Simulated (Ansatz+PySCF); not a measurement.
Results of a calculation; reference values are marked as such.
## Several solutions for singlet H2 in separate pieces

```xyz
2

H     0.0000    0.0000    0.0000
H    10.0000    0.0000    0.0000
```

Basis set: cc-pVDZ (spherical functions). Charge 0, multiplicity 1.

PBE0 (unrestricted) was run from several starts with Ansatz (development build ahead of 0.2.0) and PySCF 2.14.0.

| run | program | start | converged | energy (hartree) | <S²> |
| --- | --- | --- | --- | --- | --- |
| A | Ansatz | atomic start, no search | yes | -1.00058 | 1.00 |
| B | PySCF | guess minao, instabilities followed | yes | -0.87486 | 0.00 |
| C | Ansatz | stability test followed | yes | -1.00058 | 1.00 |
| D | PySCF | program defaults | yes | -0.87486 | 0.00 |
| E | Ansatz | search for the lowest state | yes | -1.00058 | 1.00 |

(1) Which runs reached the lowest solution of this kind, and what is wrong with the others?

Results:

(1) A, C, E reached the lowest solution found. Converged but too high: B by 3.42 eV, D by 3.42 eV. Convergence only shows a stationary point, and even a stable one can lie too high; stability tests and further starts are what find lower ones. Caution: the unrestricted determinant is a mixture of spin states. Caution: the determinant breaks the point group.
